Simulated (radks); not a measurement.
Coulomb parameter of the 4d shell of the ruthenium ion Ru3+ in the model configuration [Kr] 4d3.5 5s1.5, as a second difference U = [E(n + 0.5) + E(n - 0.5) - 2 E(n)] / (0.5)^2 with all orbitals relaxed. "Bare": the charge of the atom changes with n. "Screened": the 5s shell takes up the change at fixed total charge, which measures U(4d,4d) + U(5s,5s) - 2 U(4d,5s). Method: Dirac Kohn-Sham, LDA (Slater exchange, Perdew-Wang correlation), spin-unpolarised, spherical densities, finite nucleus; open shells are shared between the two j in proportion to 2j + 1; Fermi nuclear charge, rms radius 4.4809 fm; computed with a radial shooting solver on a logarithmic mesh with Libxc functionals.

case              configuration  E - E(n) (eV)
start          [Kr] 4d3.5 5s1.5          0.000
bare +0.5        [Kr] 4d4 5s1.5        -19.865
bare -0.5        [Kr] 4d3 5s1.5         23.471
screened +0.5      [Kr] 4d4 5s1         -5.434
screened -0.5      [Kr] 4d3 5s2          5.963

U(bare) = 14.424 eV, U(screened by 5s) = 2.114 eV.
